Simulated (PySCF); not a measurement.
Work out the structure from these simulated measurements.

Formula: C8H9BO2.

| Property | Result |
| --- | --- |
| 13C NMR | chemical shifts (computed TMS as zero) by class: 180.2 (1 C), 149.9 (1 C), 149.6 (1 C), 146.0 (1 C), 145.0 (1 C), 133.7 (1 C), 132.0 (1 C), 64.2 (1 C) ppm [GIAO KT2/pcSseg-2] |
| Couplings | largest of the computed one-bond spin–spin couplings (means over like bonds): 13C–1H +166.4, 13C–1H +165.9, 13C–1H +165.0, 13C–1H +164.9, 13C–1H +161.7, 13C–1H +149.2 (×3), 11B–1H +147.3, 13C–11B +77.1 Hz [B3LYP/pcJ-1, spin–dipole term left out for some pairs] |
| 1H NMR | chemical shifts (computed TMS as zero) by class: 7.42 (1 H), 7.09 (1 H), 6.88 (1 H), 6.86 (1 H), 6.86 (1 H), 5.11 (1 H), 4.20 (3 H) ppm [GIAO KT2/pcSseg-2] |
| Dipole | 5.75 D [wB97X-D/def2-SVPD] |
| UV, first state | lowest singlet excitation: 3.81 eV (325 nm, f = 0.000) [TDDFT wB97X-D/def2-SVPD] |
| NMR, other nuclei | isotropic shieldings of nuclei other than C and H, by class: 58 (1 B), -236 (1 O), 136 (1 O) ppm [GIAO KT2/pcSseg-2] |
| Triplet | lowest triplet excitation (Tamm–Dancoff): 2.39 eV [TDA wB97X-D/def2-SVPD] |
| Polarisability | 124.0 au [wB97X-D/def2-SVPD] |
| UV, strongest line | among the 10 lowest singlet transitions: S6 at 5.89 eV (211 nm, f = 0.729) [TDDFT wB97X-D/def2-SVPD] |
| Rotational structure | rotational constants A, B, C: 2.768, 0.554, 0.463 GHz [PBE0-D3(BJ)/def2-SVP] |

Gas-phase values; electronic properties from PySCF, density fitting. Levels stand in brackets. NMR shifts are as computed; neighbouring signals can stand in another order in a measured spectrum. Geometry: PBE0-D3(BJ)/def2-SVP, one conformer, isolated molecule. NMR values are class means; diastereotopic atoms form classes of their own.

Question: Give a SMILES that accounts for the data.

Answer: Numbering: `[CH3:1][O:2][BH:3][c:4]1[cH:5][cH:6][cH:7][c:8](=[O:9])[cH:10][cH:11]1`. 8 carbons fall into 8 classes; from least to most shielded: ring carbonyl carbon [C8] (180.2 ppm), unsaturated ring CH carbon [C5] (149.9 ppm), unsaturated ring CH carbon [C7] (149.6 ppm), unsaturated ring CH carbon [C10] (146.0 ppm), unsaturated ring carbon [C4] (145.0 ppm), unsaturated ring CH carbon [C11] (133.7 ppm), unsaturated ring CH carbon [C6] (132.0 ppm), methoxy carbon [C1] (64.2 ppm). Hydrogen classes from least to most shielded: 1 H on an unsaturated ring CH carbon, C11 (7.42 ppm), 1 H on an unsaturated ring CH carbon, C5 (7.09 ppm), 1 H on an unsaturated ring CH carbon, C7 (6.88 ppm), 1 H on an unsaturated ring CH carbon, C6 (6.86 ppm), 1 H on an unsaturated ring CH carbon, C10 (6.86 ppm), 1 H on a three-coordinate boron, B3 (5.11 ppm), 3 H on a methoxy carbon, C1 (4.20 ppm). The other shieldings belong to: 58 ppm, three-coordinate boron [B3]; -236 ppm, carbonyl oxygen [O9]; 136 ppm, boron-bound oxygen [O2]. The couplings run between: +166.4 Hz, unsaturated ring CH carbon [C7] and its hydrogen; +165.9 Hz, unsaturated ring CH carbon [C10] and its hydrogen; +165.0 Hz, unsaturated ring CH carbon [C11] and its hydrogen; +164.9 Hz, unsaturated ring CH carbon [C5] and its hydrogen; +161.7 Hz, unsaturated ring CH carbon [C6] and its hydrogen; +149.2 Hz, methoxy carbon [C1] and its hydrogen (with 2 like pairs); +147.3 Hz, three-coordinate boron [B3] and its hydrogen; +77.1 Hz, unsaturated ring carbon [C4] and three-coordinate boron [B3]. By its constants the optimised geometry is an asymmetric top. Structure: `O=c1cccc(BOC)cc1`. Computed isomers that give other values at the same levels: `Bc1ccccc(OC)c1=O` (rotational constant A: 1.628 GHz; this holds for the one conformer computed); `C=Cc1ccc(B(O)O)cc1` (rotational constant A: 3.377 GHz; this holds for the one conformer computed). The assignments are read from this structure; whether some other isomer fits the data as well wasn't checked.

Conformer computed: `[CH3:1][O:2][BH:3][c:4]1[cH:5][cH:6][cH:7][c:8](=[O:9])[cH:10][cH:11]1`: C1–O2–B3–C4 180°, O2–B3–C4–C5 180°.
